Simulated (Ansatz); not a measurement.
The cluster Ga₂H₄. Total charge 0; triplet. Geometry PBE0-D4/def2-TZVPD, that of the charge -1 doublet; atoms count from 1.

Cartesian coordinates in Å:
```
Ga -0.017 1.065 -0.529
Ga 0.020 -1.064 0.532
H -0.081 1.290 -2.118
H 0.080 -1.297 2.120
H -0.017 -2.466 -0.252
H 0.015 2.472 0.247
```

At PBE0-D4/def2-TZVPD a singlet of charge 0 lies 2.25 eV below the triplet at the same geometry. The structure comes from a short search, and lower isomers may exist.

(1) Estimate the Mulliken populations from the PBE0/def2-TZVPD orbitals of Ansatz.

(2) Where does the spin sit?

(3) And the Mayer bond orders between bonded heavy atoms (over 0.3)?

Answers

(1) 
```
atom  charge (e)  spin (α − β)
 Ga1        0.21          0.84
 Ga2        0.21          0.84
  H3       -0.11          0.08
  H4       -0.11          0.08
  H5       -0.11          0.08
  H6       -0.11          0.08
```
Mulliken values and Mayer orders depend strongly on the basis. With diffuse functions, as here, like atoms can get unlike values, and bond orders can come out too low or too high.

(2) Summed by element: Ga 1.68, H 0.32, of 2 unpaired in all. Largest on single atoms: Ga2 0.84, Ga1 0.84, H5 0.08.

(3) Ga1–Ga2 1.08 (2.38 Å).
